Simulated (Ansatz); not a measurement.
The same path of C$_{2}$H$_{10}$OSi$_{2}$ (15 atoms, charge 0, multiplicity 1) was run twice with different band settings. The coordinate that changes most is the dihedral O3–C4–Si5–H13.

All numbers below come from RKS PBE0-D4/6-31G in Ansatz 0.2.0.

Relaxed end points:

```xyz
15
Properties=species:S:1:pos:R:3
C -2.192 0.576 1.272
Si -0.720 1.321 0.332
O 0.734 0.400 0.580
C 0.911 -0.961 0.121
Si 1.982 -0.943 -1.483
H -1.991 0.552 2.347
H -2.405 -0.445 0.939
H -3.089 1.182 1.099
H -0.378 2.688 0.840
H -1.052 1.375 -1.142
H 1.434 -1.508 0.913
H -0.044 -1.478 -0.054
H 3.334 -0.365 -1.183
H 2.153 -2.341 -2.026
H 1.302 -0.101 -2.527
```

```xyz
15
Properties=species:S:1:pos:R:3
C -2.253 0.101 1.292
Si -1.129 1.043 0.084
O 0.553 0.750 0.410
C 1.187 -0.543 0.257
Si 2.177 -0.557 -1.398
H -2.059 0.414 2.323
H -2.094 -0.980 1.225
H -3.304 0.303 1.059
H -1.279 2.525 0.236
H -1.464 0.623 -1.329
H 1.870 -0.675 1.103
H 0.467 -1.374 0.289
H 2.816 -1.905 -1.626
H 1.242 -0.267 -2.539
H 3.249 0.492 -1.357
```

Common settings: movable images 7; climbing image yes; spring 5.0 eV/Å²; optimiser quadratic models (default); start path IDPP; force threshold 0.05 eV/Å; end points relaxed.

| run | iteration limit |
| --- | --- |
| 1 | 22 |
| 2 | 10 |

Task: What does each run give, and how far can it be trusted?

Result: Run 1: converged after 12 iterations, highest image 0.060 eV above the first end. A vibrational analysis at the climbing image gives one clearly imaginary mode, 119i cm⁻¹: a first-order saddle point.
Run 2: converged after 10 iterations, highest image 0.062 eV above the first end. Another band between the same ends (7 images) ends at a top of the same energy, where a vibrational analysis finds 1 clearly imaginary mode.
Limits of this set-up: no polarisation functions.
